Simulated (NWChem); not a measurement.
System: BeSiH4SO; SMILES [SiH3][O][Be][SH]

NWChem input:

```
start job
memory heap 200 mb stack 900 mb global 1100 mb
geometry units angstroms noautoz
  Be    -0.037663    -0.780627     0.077404
  S     -0.064696    -2.691001     0.126924
  H      1.257360    -2.759798    -0.205076
  O     -0.039357     0.640051     0.046233
  Si    -0.010528     2.305528    -0.001257
  H     -0.899489     2.802099    -1.108309
  H      1.395389     2.780425    -0.248356
  H     -0.495622     2.862764     1.308849
end
basis spherical
  * library 6-31+g*
end
dft
  xc xpbe96 cpbe96
  iterations 150
end
tddft
  nroots 6
  notriplet
end
task tddft energy
```

Excerpt of the output:

```
             Northwest Computational Chemistry Package (NWChem) 7.3.0
             --------------------------------------------------------

 C1  symmetry detected

                             Geometry "geometry" -> ""
                             -------------------------

 Output coordinates in angstroms (scale by  1.889725989 to convert to a.u.)

  No.       Tag          Charge          X              Y              Z
 ---- ---------------- ---------- -------------- -------------- --------------
    1 Be                   4.0000    -0.02865403    -0.71377616     0.00064603
    2 S                   16.0000    -0.05199329    -2.62484030    -0.00034091
    3 H                    1.0000     1.31160863    -2.68296213     0.00053927
    4 O                    8.0000    -0.03381548     0.70723513     0.00151615
    5 Si                  14.0000    -0.00730900     2.37342639    -0.00051846
    6 H                    1.0000    -0.60169290     2.89384951    -1.28046615
    7 H                    1.0000     1.41251384     2.85704254     0.11526679
    8 H                    1.0000    -0.80307110     2.89876913     1.16265976

 Effective nuclear repulsion energy (a.u.)     155.2097398080

  pbe96 is a nonlocal functional; adding pw91lda local functional.

                                 NWChem DFT Module
                                 -----------------

 Summary of "ao basis" -> "ao basis" (spherical)
 ------------------------------------------------------------------------------
       Tag                 Description            Shells   Functions and Types
 ---------------- ------------------------------  ------  ---------------------
 Be                         6-31+g*                  8       18   4s3p1d
 S                          6-31+g*                 10       22   5s4p1d
 H                          6-31+g*                  2        2   2s
 O                          6-31+g*                  8       18   4s3p1d
 Si                         6-31+g*                 10       22   5s4p1d

            General Information
            -------------------
          SCF calculation type: DFT
          Wavefunction type:  closed shell.
          No. of atoms     :     8
          No. of electrons :    46
           Alpha electrons :    23
            Beta electrons :    23
          Charge           :     0
          Spin multiplicity:     1
          Use of symmetry is: off; symmetry adaption is: off
          Maximum number of iterations: 150
          AO basis - number of functions:    88
                     number of shells:    44
          Convergence on energy requested:  1.00D-06
          Convergence on density requested:  1.00D-05
          Convergence on gradient requested:  5.00D-04

              XC Information
              --------------
          PerdewBurkeErnzerhof Exchange Functional  1.000
            Perdew 1991 LDA Correlation Functional  1.000 local
           PerdewBurkeErnz. Correlation Functional  1.000 non-local

             Grid Information
             ----------------
          Grid used for XC integration:  medium
          Radial quadrature: Mura-Knowles
          Angular quadrature: Lebedev.
          Tag              B.-S. Rad. Rad. Pts. Rad. Cut. Ang. Pts.
          ---              ---------- --------- --------- ---------
          Be                  1.05       49          14.0       434
          S                   1.00       88          16.0       590
          H                   0.35       45          15.0       434
          O                   0.60       49          12.0       434
          Si                  1.10       88          16.0       590
          Grid pruning is: on
          Number of quadrature shells:   454
          Spatial weights used:  Erf1

      Superposition of Atomic Density Guess
      -------------------------------------

 Sum of atomic energies:        -777.59329692

      Non-variational initial energy
      ------------------------------

 Total energy =    -778.614442
 1-e energy   =   -1382.329499
 2-e energy   =     448.505317
 HOMO         =      -0.339989
 LUMO         =      -0.036448

[...]

                                NWChem TDDFT Module
                                -------------------

            General Information
            -------------------
           No. of orbitals :     176
            Alpha orbitals :      88
             Beta orbitals :      88
        Alpha frozen cores :       0
         Beta frozen cores :       0
     Alpha frozen virtuals :       0
      Beta frozen virtuals :       0
         Spin multiplicity :       1
    Number of AO functions :      88
        Use of symmetry is : off
      Symmetry adaption is : off
         Schwarz screening :  0.10D-07

              XC Information
              --------------
   PerdewBurkeErnzerhof Exchange Functional   1.00
     Perdew 1991 LDA Correlation Functional   1.00 local
    PerdewBurkeErnz. Correlation Functional   1.00 non-local

             TDDFT Information
             -----------------
          Calculation type : TDDFT
         Wavefunction type : Restricted singlets
          No. of electrons :      46
           Alpha electrons :      23
            Beta electrons :      23
              No. of roots :       6
          Max subspacesize :    5200
            Max iterations :     100
               Target root :       1
           Target symmetry : none
      Symmetry restriction : off
                 Algorithm : Optimal
        Davidson threshold :  0.10D-03

    6 smallest eigenvalue differences (eV)
--------------------------------------------------------
  No. Spin  Occ  Vir  Irrep   E(Occ)    E(Vir)   E(Diff)
--------------------------------------------------------
    1    1   23   24 a        -0.233    -0.052     4.944
    2    1   23   25 a        -0.233    -0.028     5.577
    3    1   23   26 a        -0.233    -0.015     5.942
    4    1   23   27 a        -0.233    -0.008     6.146
    5    1   22   24 a        -0.280    -0.052     6.205
    6    1   23   28 a        -0.233    -0.004     6.243
--------------------------------------------------------

  Entering Davidson iterations
  Restricted singlet excited states

  Iter   NTrls   NConv    DeltaV     DeltaE      Time
  ----  ------  ------  ---------  ---------  ---------
    1      6       0     0.20E+00   0.10+100        6.5
    2     12       0     0.11E+00   0.19E-01        6.5
    3     24       0     0.12E-01   0.12E-01        8.5
    4     36       0     0.51E-02   0.95E-04        8.6
    5     48       0     0.24E-02   0.12E-04        8.5
    6     60       0     0.14E-02   0.22E-05        8.6
    7     72       1     0.77E-03   0.55E-06        8.6
    8     82       4     0.39E-03   0.18E-06        7.9
    9     86       4     0.21E-03   0.37E-07        6.0
   10     90       5     0.12E-03   0.74E-08        5.9
   11     92       6     0.80E-04   0.22E-08        5.2
  ----  ------  ------  ---------  ---------  ---------
  Convergence criterion met

  Ground state a        -779.714816646740 a.u.

  ----------------------------------------------------------------------------
  Root   1 singlet a              0.184108431 a.u.                5.0098 eV
  ----------------------------------------------------------------------------
     Transition Moments    X  0.00049   Y  0.00002   Z -0.51312
     Dipole Oscillator Strength                    0.0323159538
     Electric Quadrupole                           0.0000001851
     Magnetic Dipole                               0.0000003980
     Total Oscillator Strength                     0.0323165369

     Occ.   23  a   ---  Virt.   24  a   -0.99672 X
     Occ.   23  a   ---  Virt.   25  a   -0.06362 X
  ----------------------------------------------------------------------------
  Root   2 singlet a              0.207236853 a.u.                5.6392 eV
  ----------------------------------------------------------------------------
     Transition Moments    X -0.00228   Y -0.00047   Z  0.11050
     Dipole Oscillator Strength                    0.0016876703
     Electric Quadrupole                           0.0000000324
     Magnetic Dipole                               0.0000003878
     Total Oscillator Strength                     0.0016880905

     Occ.   23  a   ---  Virt.   24  a    0.05799 X
     Occ.   23  a   ---  Virt.   25  a   -0.98921 X
     Occ.   23  a   ---  Virt.   26  a    0.10144 X
  ----------------------------------------------------------------------------
  Root   3 singlet a              0.218915261 a.u.                5.9570 eV
  ----------------------------------------------------------------------------
     Transition Moments    X -0.00073   Y  0.00096   Z -0.39100
     Dipole Oscillator Strength                    0.0223117891
     Electric Quadrupole                           0.0000001701
     Magnetic Dipole                               0.0000003276
     Total Oscillator Strength                     0.0223122868

     Occ.   21  a   ---  Virt.   24  a    0.06403 X
     Occ.   23  a   ---  Virt.   25  a    0.09443 X
     Occ.   23  a   ---  Virt.   26  a    0.99050 X
     Occ.   23  a   ---  Virt.   27  a   -0.05623 X
  ----------------------------------------------------------------------------
  Root   4 singlet a              0.226124842 a.u.                6.1532 eV
  ----------------------------------------------------------------------------
     Transition Moments    X -0.00022   Y -0.00131   Z -0.06767
     Dipole Oscillator Strength                    0.0006905786
     Electric Quadrupole                           0.0000001731
     Magnetic Dipole                               0.0000001308
     Total Oscillator Strength                     0.0006908825

[...]
```

Level: PBE/6-31+G* (spherical d), full TDDFT. All runs use the structure optimised with PBE-D3(BJ)/def2-SVP.
